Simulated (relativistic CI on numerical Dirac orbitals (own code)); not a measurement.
**Ga II: calculation against measurement**

Calculated at this level of theory: Dirac-Coulomb-Breit CI, separate exchange-only KLI orbitals for each configuration, model QED (radiative potential, 1s self-energy scaled to tabulated hydrogen-like ionisation energies), valence Slater integrals scaled by 0.85, P86 correlation energy added to each configuration (own radial code, finite nucleus).

Configuration list (outside the closed core [Ar] 3d10): 4s2, 4s 4p, 4s 5s, 4p2, 4s 4d, 4s 5p, 4d2, 4s 6s, 4s 4f, 4s 5d, 4p 4d, 4s 6p, 4s 5g, 4s 5f, 4s 6d, 4s 6f. Levels of other configurations are missing.

```
Configuration  Term (tabulated)  J  Measured (cm⁻¹)  Computed  Error  Purity (%)
          4s2                1S  0              0.0         0      0          97
        4s 4p               3P°  0          47367.5     43346  -4022         100
        4s 4p               3P°  1          47814.1     43752  -4062         100
        4s 4p               3P°  2          48749.7     44590  -4160         100
        4s 4p               1P°  1          70701.3     68472  -2230          95
        4s 5s                3S  1         102944.6     98904  -4040         100
        4s 5s                1S  0         106662.2    103187  -3475          99
        4s 4d                3D  1         113815.9    109431  -4385         100
        4s 4d                3D  2         113842.2    109451  -4391         100
        4s 4d                3D  3         113883.2    109483  -4400         100
        4s 5p               3P°  0         118430.0    114145  -4285         100
        4s 5p               3P°  1         118518.5    114233  -4285         100
        4s 5p               3P°  2         118727.9    114424  -4304         100
```

Measured levels from NIST Handbook of Basic Atomic Spectroscopic Data (Sansonetti and Martin, J. Phys. Chem. Ref. Data 34, 1559 (2005)); pairs were made by configuration, J and term (by order where the table uses no LS term), so strongly mixed levels may be paired wrongly.

Mean error by configuration (cm⁻¹): 4s 4p -3618; 4s 5s -3758; 4s 4d -4392; 4s 5p -4291. Over the excited levels the mean absolute error is 4003 cm⁻¹ (12 of the 13 excited levels that our extract of the source holds in range could be paired, and the others can miss by more), and the median relative error of those above 1,000 cm⁻¹ is 3.9 %.

Transition probabilities of persistent lines. The last column rescales the computed rate by the cube of measured over computed energy:

```tsv
λ measured (Å)	Lower	Upper	A tabulated (s⁻¹)	A computed	A rescaled
1414.40 vacuum	4s2 1S_0	4s 4p 1P°_1	1.97e+09	2.05e+09	2.26e+09
1535.31 vacuum	4s 4p 3P°_2	4s 4d 3D_3	1.45e+09	1.43e+09	1.45e+09
2090.77 air	4s2 1S_0	4s 4p 3P°_1	4.09e+05	1.48e+05	1.93e+05
```
